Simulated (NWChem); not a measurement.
# GeBrCl, singlet; SMILES [Cl][Ge][Br]

```xyz
3

Ge     0.7852    -0.6120     0.0000
Cl    -0.9686    -1.9268     0.0000
Br    -0.2475     1.4954     0.0000
```
Atoms are numbered in this order, from 1.

Low-valent species are run as closed-shell singlets; no triplet was tried in these runs. Structure relaxed at the PBE0/def2-SVP level.

Symmetry labels are those of Cs in the frame above (b1 and b2, or b-type labels, depend on it).

**Question.** List the 4 lowest vertical singlet excitations from PBE/def2-SVPD, TDA (NWChem).

**Answer.** 
```tsv
state	energy (eV)	oscillator strength	symmetry	leading excitation (squared amplitude)
S1	3.35	0.003	a"	HOMO → LUMO (0.52)
S2	3.60	0.009	a"	HOMO−1 → LUMO (0.52)
S3	4.33	0.042	a'	HOMO−2 → LUMO (0.89)
S4	4.90	0.012	a"	HOMO−4 → LUMO (0.95)
```
